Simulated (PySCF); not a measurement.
## Does the structure fit the spectrum?

A compound C7H5F3 gives the data below (simulated from a calculation) and was assigned the structure `C=C1C=C(C(F)(F)F)C1=C`.

13C{1H} NMR (computed): δ 175.2 (C), 162.2 (C), 152.3 (CH), 119.4 (CH), 116.2 (CH), 53.8 (CH), 38.3 (CH).

1H NMR (400 MHz, computed): δ 7.12 (m, 1H), 6.65 (m, 1H), 5.58 (m, 1H), 4.05 (m, 1H), 3.89 (m, 1H).

Level of theory: PBE0/pcSseg-1 with gauge-including orbitals, geometry from GFN2-xTB, in PySCF 2.14.0 with density-fitted response routines (single conformer, no solvent model, non-relativistic Hamiltonian).

Referencing at the same level of theory: 1H and 13C against TMS.

Question: Compare with the shifts computed for the proposed structure, pairing carbons in order of shift.

Answer: Structure with atom numbers: `[CH2:1]=[C:2]1[CH:3]=[C:4]([C:5]([F:6])([F:7])[F:8])[C:9]1=[CH2:10]`. Hydrogens are named by the atom that carries them.

| atom | computed for proposal | given list | difference |
| --- | --- | --- | --- |
| C3 | 155.1 | 175.2 | -20.1 |
| C4 | 154.0 | 162.2 | -8.2 |
| C2 | 152.1 | 152.3 | -0.2 |
| C9 | 150.5 | 119.4 | +31.1 |
| C5 | 129.7 | 116.2 | +13.5 |
| C1 | 108.1 | 53.8 | +54.3 |
| C10 | 104.4 | 38.3 | +66.1 |

The rms difference is 35.7 ppm and the largest +66.1 ppm at C10 (terminal =CH2 carbon). The carbon types in order of shift don't match either: CH, C, C, C, C, CH2, CH2 for the proposal against C, C, CH, CH, CH, CH, CH in the data. The proposal doesn't fit.

Question: Which isomer fits?

Answer: `FC1=C[C@@H]2C(C(F)F)=C[C@H]12`.

Carbon types of the structure: 2 × C, 5 × CH, which accounts for all hydrogens. δC 175.2, 162.2: fully substituted alkene carbon. δC 152.3, 119.4: alkene CH; as expected for a trigonal carbon in a double bond. δC 116.2: allylic sp3 CH bonded to 2 F; 2 electronegative neighbours deshield it. δH 6.65: hydrogen on an allylic sp3 CH bonded to 2 F; its carbon carries F, which withdraws density.

Other isomers checked: CC#CC#CCC(F)(F)F (rms 52.9 ppm).

The shifts were computed for this structure.

Splittings by 19F in the carbon and heteronuclear signals aren't shown, as no couplings were computed. Shifts are as computed. Against solution values, carbons near 30 ppm lie about +3 ppm off and those near 130 ppm about +5 ppm. Of 1211 compounds with measured shifts, 218 miss one by over three times the rms of a fit or turn the order of signals round; such compounds aren't used in these exercises. No couplings were computed; multiplicities are counted from neighbouring protons, with m where these are inequivalent, close in shift, in a saturated or five-membered ring or joined by F or P, and br s for small geminal =CH2 splittings.
